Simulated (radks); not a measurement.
Coherent X-ray form factor from a spherical all-electron density. Calculated with a radial shooting solver on a logarithmic mesh with Libxc functionals: scalar-relativistic Kohn-Sham, B86b exchange with PBE correlation, spin-polarised, spherical densities, point nucleus.

sin(theta)/lambda (1/angstrom),f0 (electrons)
0.05,21.760
0.1,21.069
0.15,20.012
0.2,18.704
0.25,17.263
0.3,15.794
0.4,13.071
0.5,10.883
0.6,9.279
0.8,7.379
1,6.355
1.25,5.393
1.5,4.486
2,2.964

The species is in the configuration that NIST lists as its ground one. Which atom or ion scatters so?

Answer. The manganese ion Mn3+, [Ar] 3d4. Extrapolating in s^2 from the first two rows gives f0(0) = 22.0, near the electron count 22; among species with that count, the fall with angle is slower the higher Z, and the table is that of Z = 25; from so few rows the species is fixed only to a neighbour or two.
